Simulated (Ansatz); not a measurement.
C$_{3}$H$_{3}$F$_{5}$ (`FC(F)CC(F)(F)F`). Charge 0, multiplicity 1.

Cartesian coordinates in Å:
```
F -1.372 1.317 1.476
C -1.104 0.502 0.426
F -1.568 1.110 -0.689
C 0.391 0.304 0.343
C 0.815 -0.751 -0.647
F 0.230 -1.930 -0.383
F 2.138 -0.941 -0.587
F 0.512 -0.429 -1.905
H -1.662 -0.429 0.564
H 0.864 1.250 0.076
H 0.754 -0.004 1.325
```

Problem. List the harmonic frequencies (cm⁻¹, unscaled) at PBE0-D4/def2-TZVP in Ansatz. (Best estimate.)

Solution. The calculation gave: 42, 103, 157, 306, 340, 371, 484, 539, 564, 577, 684, 873, 898, 1030, 1101, 1145, 1198, 1204, 1274, 1312, 1363, 1405, 1444, 1453, 3096, 3103, 3162.

Problem. Is this a minimum?

Solution. Yes, all 27 modes are real.

Problem. Give the ideal-gas thermochemistry at 298.15 K and 1 bar (rigid rotor, harmonic oscillator; point group C1, symmetry number 1).

Solution. Zero-point energy 174.8 kJ/mol; H(298) − E = 196.6 kJ/mol; entropy 364.9 J/(mol·K), of which translation 169.9, rotation 119.2, vibration 75.8; G(298) − E = 87.8 kJ/mol. Modes under 100 cm⁻¹ are hindered rotations or soft bends, so the harmonic entropy is rough.
